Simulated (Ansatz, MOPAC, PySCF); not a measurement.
Complex: SiH4 (SMILES [SiH4]) (first 5 atoms) with C3H4 (SMILES C=C=C); geometry from B3LYP-D3(BJ)/def2-TZVP, rigid monomers moved along the line of their centres of mass till Si1···C6 is 4.14 Å.
(charge 0, multiplicity 1):
```xyz
12

Si    -0.181    -0.031     0.110
H     -0.641    -1.425     0.287
H     -1.041     0.886     0.888
H     -0.267     0.329    -1.326
H      1.223     0.097     0.558
C      0.143    -1.253     4.053
C      0.177     0.028     4.276
C      0.210     1.310     4.485
H      1.026    -1.792     3.729
H     -0.770    -1.823     4.184
H      0.451     1.716     5.460
H     -0.004     2.012     3.688
```

Counterpoise-corrected where a basis set is named; no monomer relaxation. Rows marked so take none.

Rows in 3-21G carry no dispersion term and start afresh at each structure. The state reached by PM6 isn't checked.

Programs: Ansatz (a quantum-chemistry and plane-wave program) with Gaussian orbitals; MOPAC for PM6 (differences of heats of formation); PySCF for 3-21G rows, the dispersion terms. Values without a source in brackets are computed.

Problem. One of these levels gives -1.54 kcal/mol for the interaction energy. Which one is it?
A. PM6
B. HF/3-21G (no counterpoise)
C. PBE-D4/def2-TZVPPD

Solution. C, PBE-D4/def2-TZVPPD. The others give -0.27 (PM6), -1.02 (HF/3-21G (no counterpoise))
